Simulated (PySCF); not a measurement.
# C₆ coefficients of unlike pairs at PBE

Calculated with PySCF 2.14 from the dipole response of each species, C₆(A,B) = (3/π) ∫ α_A(iu) α_B(iu) du, in atomic units, from isotropic polarisabilities. For ions this is the dispersion term alone; charge-induced terms of lower order in 1/R come first.

| species | configuration | basis | relativity | α (bohr³) | C₆ (like pair) |
| --- | --- | --- | --- | --- | --- |
| Ge²⁺ | [Ar] 3d10 4s2 (1S) | def2-TZVPPD (7s5p5d1f) | none | 10.70 | 39.92 |
| Mg | [Ne] 3s2 (1S) | aug-cc-pVTZ (6s5p3d2f) | none | 74.22 | 662.0 |
| Zn²⁺ | [Ar] 3d10 (1S) | def2-TZVPPD (6s6p4d2f1g) | none | 2.104 | 4.147 |
| K⁺ | [Ar] (1S) | dyall-acv3z (25s18p7d3f) | none | 5.698 | 24.49 |

Estimate C₆ for K⁺ with Zn²⁺.

The integral gives 9.586. The combination rule 2 C_A C_B / (C_A α_B/α_A + C_B α_A/α_B) gives 10.02 and the geometric mean 10.08.

No spin-orbit coupling is included.

The other pairs:

| pair | C₆ |
| --- | --- |
| Mg, Ge²⁺ | 142.0 |
| Zn²⁺, Ge²⁺ | 11.06 |
| K⁺, Ge²⁺ | 29.43 |
| K⁺, Mg | 88.71 |
| Zn²⁺, Mg | 32.52 |
